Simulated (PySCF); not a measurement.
```xyz
4
charge 1 multiplicity 1, angstrom
Si    0.0000    0.0000    0.0000
F    -0.0001    0.0000    1.5173
F     1.3140    0.0000   -0.7586
F    -1.3140    0.0000   -0.7587
```

Computed with PBE0 in PySCF with Si def2-TZVP, F def2-TZVP; no relativity; density-fitted integrals.

This geometry of SiF₃⁺ is a stationary point at this level.

Question: What is the point group?

Answer: D3h.

Question: Is it a minimum?

Answer: Yes: all harmonic wavenumbers are real.

Question: Give the atomic charges and bond orders.

Answer: 
```json
{"atom": "Si1", "Mulliken": "1.24", "Löwdin": "0.36", "polar tensor": "2.26", "Mayer order to Si1": "–"}
{"atom": "F2,3,4", "Mulliken": "-0.08", "Löwdin": "0.21", "polar tensor": "-0.42", "Mayer order to Si1": "1.44"}
```

Question: Give the ideal-gas entropy at 298.15 K and 1 bar by parts.

Answer: translation 164.3, rotation 88.7, vibration 17.5, spin 0.0; total 270.4 J/(mol K).

Only a few start shapes were tried, so a lower isomer may exist.
